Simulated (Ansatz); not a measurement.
The cluster As7. Total charge 0; doublet. Geometry PBE0-D4/def2-SVPD, that of the charge -1 singlet; atoms count from 1.

```tsv
atom	x (Å)	y (Å)	z (Å)
As1	-2.0322	0.3070	-0.9362
As2	-1.4902	0.0021	1.4326
As3	1.2429	-1.0416	-1.0460
As4	0.6267	1.4518	1.1055
As5	2.3745	-0.1507	0.8545
As6	0.3295	1.2084	-1.3063
As7	-1.0512	-1.7770	-0.1042
```

The structure comes from a short search, and lower isomers may exist.

Estimate the Mulliken populations from the PBE/def2-SVP orbitals of Ansatz.


```json
{"atom": "As1", "charge (e)": "0.01", "spin (α − β)": "-0.03"}
{"atom": "As2", "charge (e)": "-0.01", "spin (α − β)": "0.15"}
{"atom": "As3", "charge (e)": "-0.01", "spin (α − β)": "-0.05"}
{"atom": "As4", "charge (e)": "-0.01", "spin (α − β)": "-0.05"}
{"atom": "As5", "charge (e)": "0.04", "spin (α − β)": "0.66"}
{"atom": "As6", "charge (e)": "-0.01", "spin (α − β)": "0.18"}
{"atom": "As7", "charge (e)": "-0.01", "spin (α − β)": "0.15"}
```
Mulliken values depend strongly on the basis.

Where does the spin sit?

Summed by element: As 1.00, of 1 unpaired in all. Largest on single atoms: As5 0.66, As6 0.18, As7 0.15.

And the Mayer bond orders between heavy atoms (over 0.3)?

As1–As2 0.98 (2.45 Å); As1–As6 0.93 (2.55 Å); As1–As7 0.98 (2.45 Å); As2–As4 0.84 (2.59 Å); As2–As7 0.97 (2.39 Å); As3–As5 1.09 (2.38 Å); As3–As6 0.94 (2.44 Å); As3–As7 0.84 (2.59 Å); As4–As5 1.09 (2.38 Å); As4–As6 0.94 (2.44 Å).
